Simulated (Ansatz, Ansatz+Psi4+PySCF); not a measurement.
```yaml
atoms:
  - { symbol: P, position_ang: [0.0000, 0.0000, 0.0000] }
  - { symbol: O, position_ang: [0.0000, 1.4215, 0.5845] }
  - { symbol: O, position_ang: [0.0000, -1.2920, 0.5312] }
```

Basis set: cc-pVTZ on O; cc-pV(T+d)Z on P (spherical functions). Frozen core: 7 orbitals. Correlation on ROHF uses semicanonical orbitals with singles. Charge 0, multiplicity 2.

Computed with Ansatz (development build ahead of 0.2.0); each method stands on the lowest determinant of its kind that the runs found.

Question: Give the atomization energy at this shape (free ground-state atoms in the same class of orbitals less the molecule, no zero-point energy) of doublet PO2 by ROHF-MP2, UHF-MP2.

Answer:

```tsv
method	atomization energy
ROHF-MP2	1106.3 kJ/mol
UHF-MP2	1094.1 kJ/mol
```

Caution: the shape is not the minimum.
